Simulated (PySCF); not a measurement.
## Correlation energy of In+ (indium, charge +1)

[Kr] 4d10 5s1 5d1, high-spin 3D determinant (an excited configuration). All numbers are calculated (PySCF 2.14, the spin-free X2C one-electron Hamiltonian (Gaussian nucleus), in x2c-TZVPPall with one added diffuse shell each of s, p, d, f type (9s7p5d3f, 76 functions)). Frozen: [Ar] 3d10; 20 electrons correlated.

MP2 pair energies summed by pair of shells (mhartree):

| pair | energy | share (%) |
| --- | --- | --- |
| 4d-4d | -165.28 | 53.7 |
| 4p-4d | -54.60 | 17.8 |
| 4d-5s | -36.59 | 11.9 |
| 4p-4p | -16.91 | 5.5 |
| 4s-4d | -11.11 | 3.6 |
| 4s-4p | -8.49 | 2.8 |
| 4d-5d | -5.24 | 1.7 |
| 4p-5s | -3.71 | 1.2 |
| 5s-5d | -3.61 | 1.2 |
| 4s-4s | -1.51 | 0.5 |
| 4s-5s | -0.31 | 0.1 |
| 4p-5d | -0.20 | 0.1 |
| 4s-5d | -0.03 | 0.0 |

Total MP2 correlation energy: -307.59 mhartree.

Same-spin part -112.33 and opposite-spin part -195.26 mhartree; SCS-MP2 scales them by 1/3 and 6/5 to -271.75 mhartree.

This basis was not built for core-valence correlation, so the inner-shell part is incomplete.
